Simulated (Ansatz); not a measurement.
The cluster SnGe₅, relaxed as a singlet with RKS r2SCAN-D4/def2-SVP in Ansatz, starting from the GFN2-xTB geometry. Force threshold 0.02 eV/Å.

In the def2 sets Sn takes a core potential; there is no spin–orbit coupling. The structure comes from a short search, and lower isomers may exist.

Start:

Cartesian coordinates in Å:
```
Ge 1.457 -0.391 0.957
Ge 0.800 1.391 -0.640
Ge -0.628 -0.969 -0.594
Ge -0.643 -1.282 1.910
Ge -0.920 1.042 1.118
Sn -0.066 0.209 -2.751
```

Q: Estimate the energy that the relaxation releases and the steps that it takes.

A: 65.4 kJ/mol, in 25 steps; 4.3 min on 4 threads of Intel Xeon on a shared host. The force fell under the threshold at step 5, but the optimiser went on and released 0.561 eV more. No frequencies were taken in this run, so the end may be a saddle point.

Q: Does the start keep its bonding and symmetry?

A: Bonds formed: Ge5–Sn6 (atoms count from 1). The end is the same structure that another start reached, the lowest one found. Point group Cs at the start, C2v at the end, both within 0.05 Å; within 0.015 Å the end is Cs.

Q: Predict the relaxed structure.

A: 
```xyz
6

Ge    1.3059   -0.2299    1.5331
Ge    1.5075    1.1318   -0.8431
Ge    0.4977   -1.1905   -0.6856
Ge   -1.2499   -1.1801    1.1510
Ge   -0.5827    1.2013    0.5934
Sn   -1.4784    0.2675   -1.7488
```
Bond lengths: 8 × Ge–Ge 2.54 to 2.75 Å; 2 × Ge–Sn 2.68 Å.
